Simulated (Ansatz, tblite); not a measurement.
Cost and result up the ladder for the cluster Cd2Te (the lowest singlet isomer of a short search) (3 atoms). Charge 0, multiplicity 1. Geometry: PBE0-D4/def2-TZVP.

```xyz
3

Cd   -0.840   -2.538    0.496
Cd    0.841    2.537   -0.495
Te   -0.001    0.000   -0.001
```

Ansatz on 4 threads of Arm Neoverse V1 on a shared host; xTB runs through tblite on one thread. Times are rough, summed over both states, and most runs start from the orbitals of an earlier one. ωB97M-V/def2-TZVP serves as the yardstick here, not as an exact answer. The other state is a quintet at its own geometry, which has other bonds, so the gap mixes isomer and spin.

In the def2 sets Cd, Te take a core potential; there is no spin–orbit coupling. The xTB rows come from tblite. LC-ωPBE has ω = 0.4 bohr⁻¹. Correlated methods freeze 4 core orbitals; core or outer-core shells of Cd, Te are correlated, in sets that lack core-valence functions. The order of the spin states hangs on the level: the triplet lies 0.10 eV below the singlet at PBE0-D4/def2-TZVP, but 0.13 eV above it at PBE-D4/def2-TZVP. At PBE0-D4/def2-TZVP a triplet of charge 0 lies 2.94 eV below the quintet, each at its own geometry. The structure comes from a short search, and lower isomers may exist.

Run but left out: GFN2-xTB (tight binding far off the other levels); HF/def2-TZVP, B2PLYP/def2-TZVP (singlet: restricted singlet, unstable towards broken spin symmetry).

Correlated methods converge slowly with the basis.

xTB has no spin-polarisation term.

```tsv
level	functions	wall time
GFN1-xTB	17	0.003 s
PBE-D4/def2-TZVP (with forces)	130	3.9 s
MP2/def2-TZVP	130	4.8 s
PBE0-D4/def2-TZVP	130	6.7 s
LC-ωPBE/def2-TZVP	130	9.1 s
RPA@PBE/def2-TZVP	130	9.2 s
r2SCAN-D4/def2-TZVP	130	9.8 s
BHLYP-D4/def2-TZVP	130	10 s
B97M-V/def2-TZVP	130	17 s
ωB97M-V/def2-TZVP	130	41 s
```

(1) Estimate what each level gives for the quintet − singlet (eV).

## Answers

(1) 
```json
{"level": "GFN1-xTB", "quintet − singlet (eV)": "7.57", "difference from ωB97M-V/def2-TZVP (eV)": "4.87", "remarks": "–"}
{"level": "PBE-D4/def2-TZVP (with forces)", "quintet − singlet (eV)": "3.19", "difference from ωB97M-V/def2-TZVP (eV)": "0.48", "remarks": "–"}
{"level": "MP2/def2-TZVP", "quintet − singlet (eV)": "3.29", "difference from ωB97M-V/def2-TZVP (eV)": "0.58", "remarks": "restricted SCF unstable (singlet)"}
{"level": "PBE0-D4/def2-TZVP", "quintet − singlet (eV)": "2.84", "difference from ωB97M-V/def2-TZVP (eV)": "0.13", "remarks": "–"}
{"level": "LC-ωPBE/def2-TZVP", "quintet − singlet (eV)": "2.09", "difference from ωB97M-V/def2-TZVP (eV)": "-0.62", "remarks": "–"}
{"level": "RPA@PBE/def2-TZVP", "quintet − singlet (eV)": "3.09", "difference from ωB97M-V/def2-TZVP (eV)": "0.38", "remarks": "–"}
{"level": "r2SCAN-D4/def2-TZVP", "quintet − singlet (eV)": "2.78", "difference from ωB97M-V/def2-TZVP (eV)": "0.07", "remarks": "–"}
{"level": "BHLYP-D4/def2-TZVP", "quintet − singlet (eV)": "2.76", "difference from ωB97M-V/def2-TZVP (eV)": "0.05", "remarks": "–"}
{"level": "B97M-V/def2-TZVP", "quintet − singlet (eV)": "3.23", "difference from ωB97M-V/def2-TZVP (eV)": "0.52", "remarks": "–"}
{"level": "ωB97M-V/def2-TZVP", "quintet − singlet (eV)": "2.71", "difference from ωB97M-V/def2-TZVP (eV)": "0.00", "remarks": "–"}
```
